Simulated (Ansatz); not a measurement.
Steps of a relaxation of `CC(C)[O][GaH2]` with RKS PBE0-D4/def2-TZVP.

```sh
$ ansatz run in.yaml --threads 4 --pin off --events-out ev --progress --plain --max-ram 11315MiB
```

```yaml
crystal:
  periodic: [false, false, false]
  atoms:
    - {symbol: C, position_ang: [-1.178370, 0.641120, 0.711310]}
    - {symbol: C, position_ang: [0.087810, -0.208750, 0.649910]}
    - {symbol: C, position_ang: [-0.241530, -1.662380, 0.320350]}
    - {symbol: O, position_ang: [0.976490, 0.301140, -0.321740]}
    - {symbol: Ga, position_ang: [1.526420, 1.285320, -1.591390]}
    - {symbol: H, position_ang: [-0.915330, 1.675170, 0.929580]}
    - {symbol: H, position_ang: [-1.680750, 0.607470, -0.255020]}
    - {symbol: H, position_ang: [-1.851180, 0.271160, 1.480040]}
    - {symbol: H, position_ang: [0.599760, -0.166670, 1.622350]}
    - {symbol: H, position_ang: [0.675250, -2.244930, 0.272130]}
    - {symbol: H, position_ang: [-0.736130, -1.712920, -0.648770]}
    - {symbol: H, position_ang: [-0.894400, -2.084640, 1.080240]}
    - {symbol: H, position_ang: [0.970760, 2.706740, -1.886080]}
    - {symbol: H, position_ang: [2.661190, 0.592180, -2.362910]}
basis:
  gaussian: {orbitals: def2-TZVP}
hamiltonian: {xc: pbe0, dispersion: d4}
relax: {f_tol: 0.005, max_steps: 150}
```

Positions (Å) and forces (eV/Å) along the path, 11 of 36 steps:

```xyz
14
step=1 energy=-57672.0949 eV
C    -1.178    0.641    0.711    0.548   -0.140    0.000
C     0.088   -0.209    0.650   -0.240    0.350   -0.548
C    -0.242   -1.662    0.320    0.310    0.481    0.067
O     0.976    0.301   -0.322   -0.650   -1.584    1.797
Ga    1.526    1.285   -1.591    0.381    1.062   -1.177
H    -0.915    1.675    0.930   -0.069    0.113    0.054
H    -1.681    0.607   -0.255   -0.130   -0.002   -0.076
H    -1.851    0.271    1.480   -0.174   -0.008    0.116
H     0.600   -0.167    1.622   -0.011    0.003   -0.074
H     0.675   -2.245    0.272    0.080   -0.127   -0.009
H    -0.736   -1.713   -0.649   -0.092   -0.043   -0.088
H    -0.894   -2.085    1.080   -0.111   -0.104    0.096
H     0.971    2.707   -1.886   -0.172    0.136    0.071
H     2.661    0.592   -2.363    0.329   -0.136   -0.231
14
step=2 energy=-57672.1736 eV
C    -1.175    0.653    0.709    0.227   -0.126   -0.074
C     0.076   -0.210    0.639    0.006    0.231   -0.231
C    -0.239   -1.665    0.324    0.006    0.224    0.048
O     0.986    0.267   -0.318   -0.172   -0.879    0.808
Ga    1.545    1.280   -1.600    0.158    0.609   -0.655
H    -0.914    1.689    0.928   -0.007    0.029    0.015
H    -1.695    0.623   -0.252   -0.069    0.018   -0.029
H    -1.854    0.293    1.482   -0.050   -0.006    0.039
H     0.587   -0.169    1.611   -0.017    0.008    0.031
H     0.679   -2.250    0.275    0.022   -0.004    0.006
H    -0.742   -1.730   -0.643   -0.043   -0.036   -0.033
H    -0.890   -2.091    1.088   -0.050   -0.058    0.030
H     0.928    2.697   -1.850   -0.055   -0.024    0.053
H     2.709    0.613   -2.394    0.043    0.013   -0.007
14
step=5 energy=-57672.3252 eV
C    -1.012    0.709    0.561    0.102   -0.077    0.056
C     0.153   -0.270    0.625   -0.066   -0.105   -0.100
C    -0.304   -1.698    0.378   -0.019   -0.024    0.091
O     1.199   -0.004   -0.282   -0.142    0.377   -0.236
Ga    1.391    1.262   -1.540    0.371   -0.066    0.322
H    -0.691    1.737    0.750    0.019   -0.042   -0.006
H    -1.505    0.680   -0.417    0.042   -0.023    0.007
H    -1.756    0.445    1.319    0.041    0.033   -0.067
H     0.579   -0.217    1.640    0.028    0.014   -0.073
H     0.559   -2.369    0.366   -0.062    0.060    0.030
H    -0.805   -1.774   -0.592    0.002    0.013    0.012
H    -0.998   -2.033    1.154   -0.002    0.001   -0.027
H     0.488    2.542   -1.595   -0.074   -0.162   -0.038
H     2.704    0.989   -2.365   -0.239    0.001    0.029
14
step=6 energy=-57672.3088 eV rejected
C    -0.965    0.718    0.527   -0.020   -0.132    0.209
C     0.168   -0.293    0.629   -0.126    0.180   -0.069
C    -0.330   -1.709    0.389    0.141    0.005    0.019
O     1.230   -0.032   -0.263    0.075    0.342   -0.313
Ga    1.438    1.316   -1.440   -0.190   -0.337   -0.263
H    -0.614    1.737    0.715   -0.027   -0.052   -0.004
H    -1.436    0.693   -0.462    0.066   -0.013    0.036
H    -1.735    0.483    1.269    0.034    0.048   -0.056
H     0.587   -0.239    1.646   -0.059   -0.018   -0.034
H     0.520   -2.396    0.406   -0.085   -0.014    0.002
H    -0.814   -1.784   -0.590    0.025    0.013    0.019
H    -1.048   -2.017    1.155    0.050    0.048   -0.036
H     0.329    2.447   -1.568    0.360   -0.188    0.097
H     2.672    1.075   -2.413   -0.245    0.118    0.394
14
step=15 energy=-57672.3557 eV
C    -0.964    0.726    0.595    0.000    0.005   -0.002
C     0.168   -0.280    0.633    0.010   -0.001    0.011
C    -0.326   -1.688    0.352    0.002    0.009   -0.007
O     1.221    0.015   -0.256   -0.007    0.005    0.006
Ga    1.396    1.253   -1.524   -0.032    0.010    0.007
H    -0.605    1.737    0.805   -0.001   -0.002   -0.001
H    -1.450    0.734   -0.385   -0.003    0.002    0.000
H    -1.720    0.476    1.343   -0.002   -0.002    0.004
H     0.602   -0.267    1.645   -0.004   -0.002   -0.021
H     0.508   -2.391    0.371    0.000   -0.002    0.000
H    -0.793   -1.735   -0.636    0.002    0.001    0.006
H    -1.064   -2.000    1.096    0.004    0.000   -0.003
H     0.261    2.296   -1.790    0.023   -0.021    0.005
H     2.767    1.123   -2.249    0.008   -0.002   -0.005
14
step=19 energy=-57672.3560 eV
C    -0.959    0.736    0.622    0.000    0.006   -0.006
C     0.171   -0.274    0.650    0.009   -0.013    0.001
C    -0.323   -1.673    0.329   -0.006    0.003   -0.001
O     1.238    0.042   -0.214   -0.006    0.016   -0.005
Ga    1.386    1.227   -1.535   -0.008   -0.005   -0.009
H    -0.597    1.743    0.846   -0.001   -0.001    0.001
H    -1.443    0.759   -0.359    0.001    0.000    0.003
H    -1.718    0.479    1.364    0.002   -0.002   -0.001
H     0.591   -0.286    1.666   -0.004    0.001   -0.004
H     0.510   -2.378    0.341    0.000    0.001    0.000
H    -0.778   -1.696   -0.666    0.002    0.001    0.007
H    -1.070   -2.003    1.056    0.003    0.002   -0.004
H     0.211    2.199   -1.881    0.020   -0.015    0.009
H     2.782    1.126   -2.220   -0.013    0.006    0.008
14
step=24 energy=-57672.3568 eV
C    -0.945    0.754    0.660   -0.009   -0.014    0.026
C     0.178   -0.266    0.674   -0.020    0.027    0.001
C    -0.321   -1.648    0.293    0.017    0.004    0.000
O     1.266    0.083   -0.149   -0.006    0.013   -0.028
Ga    1.368    1.175   -1.554   -0.023    0.007    0.019
H    -0.575    1.751    0.918    0.002   -0.010   -0.003
H    -1.421    0.808   -0.323    0.005   -0.002   -0.002
H    -1.712    0.481    1.389   -0.005    0.010   -0.001
H     0.575   -0.317    1.698    0.005   -0.006   -0.011
H     0.505   -2.361    0.295    0.000   -0.003   -0.002
H    -0.759   -1.631   -0.709    0.000    0.002   -0.004
H    -1.085   -1.998    0.993    0.000    0.004    0.001
H     0.123    2.000   -2.022    0.042   -0.032    0.007
H     2.802    1.171   -2.163   -0.011    0.000   -0.002
14
step=25 energy=-57672.3580 eV
C    -0.938    0.768    0.691   -0.004   -0.013    0.035
C     0.181   -0.258    0.692   -0.015    0.026    0.007
C    -0.319   -1.628    0.265    0.021    0.012    0.002
O     1.284    0.116   -0.102   -0.030    0.049   -0.072
Ga    1.358    1.137   -1.566   -0.035   -0.022    0.034
H    -0.563    1.755    0.975   -0.002   -0.021   -0.005
H    -1.407    0.846   -0.294    0.009   -0.003    0.002
H    -1.712    0.482    1.408   -0.004    0.016   -0.007
H     0.563   -0.340    1.720    0.005   -0.007   -0.026
H     0.504   -2.344    0.256    0.000    0.000   -0.003
H    -0.747   -1.581   -0.741    0.004    0.004   -0.002
H    -1.091   -1.994    0.947    0.000    0.003   -0.002
H     0.072    1.840   -2.126    0.087   -0.052    0.031
H     2.812    1.201   -2.126   -0.036    0.006    0.005
14
step=29 energy=-57672.3707 eV
C    -0.935    0.806    0.804   -0.017    0.068   -0.033
C     0.178   -0.223    0.742    0.055   -0.115   -0.064
C    -0.305   -1.550    0.178   -0.071    0.043    0.005
O     1.298    0.232    0.014    0.011    0.137   -0.144
Ga    1.346    0.988   -1.610   -0.103   -0.022    0.150
H    -0.557    1.756    1.193   -0.012   -0.042   -0.015
H    -1.360    0.981   -0.191    0.015   -0.007    0.058
H    -1.743    0.468    1.459    0.024    0.001   -0.021
H     0.541   -0.397    1.765   -0.016    0.004   -0.023
H     0.519   -2.265    0.140    0.000    0.000    0.006
H    -0.690   -1.411   -0.839    0.006   -0.008    0.060
H    -1.107   -1.975    0.790    0.041    0.022   -0.038
H     0.011    1.301   -2.379    0.099   -0.056    0.048
H     2.805    1.290   -2.066   -0.031   -0.024    0.013
14
step=30 energy=-57672.3738 eV
C    -0.932    0.817    0.834   -0.039    0.074   -0.010
C     0.179   -0.213    0.752    0.044   -0.083   -0.059
C    -0.302   -1.524    0.151   -0.056    0.054   -0.014
O     1.301    0.272    0.045   -0.016    0.110   -0.164
Ga    1.339    0.955   -1.614   -0.152   -0.082    0.079
H    -0.555    1.754    1.256   -0.022   -0.065   -0.029
H    -1.345    1.023   -0.161    0.021   -0.014    0.074
H    -1.749    0.461    1.470    0.030    0.015   -0.031
H     0.538   -0.414    1.772   -0.017    0.003   -0.026
H     0.520   -2.240    0.100   -0.001   -0.003    0.003
H    -0.681   -1.358   -0.865    0.010   -0.015    0.070
H    -1.110   -1.965    0.745    0.049    0.034   -0.034
H     0.001    1.117   -2.443    0.223   -0.031    0.135
H     2.796    1.315   -2.043   -0.073    0.004    0.004
14
step=36 energy=-57672.3824 eV
C    -0.929    0.830    0.874    0.000    0.000    0.001
C     0.180   -0.200    0.756    0.000    0.000    0.000
C    -0.308   -1.487    0.113   -0.001   -0.001    0.000
O     1.299    0.324    0.074    0.001    0.001   -0.001
Ga    1.345    0.893   -1.617    0.000   -0.001    0.003
H    -0.549    1.746    1.330    0.000    0.000    0.000
H    -1.335    1.074   -0.113    0.000    0.000    0.000
H    -1.751    0.455    1.490    0.000    0.000    0.000
H     0.535   -0.437    1.768    0.000    0.000    0.000
H     0.511   -2.204    0.033    0.000    0.000    0.000
H    -0.700   -1.291   -0.890    0.000    0.000    0.000
H    -1.108   -1.943    0.702    0.000    0.000    0.000
H     0.053    0.838   -2.497    0.000    0.000   -0.001
H     2.758    1.403   -2.022    0.000    0.000    0.000
```

Hardware: 4 threads of an Intel Xeon on a shared host. Wall time 6.4 min, peak host memory 0.75 GiB.
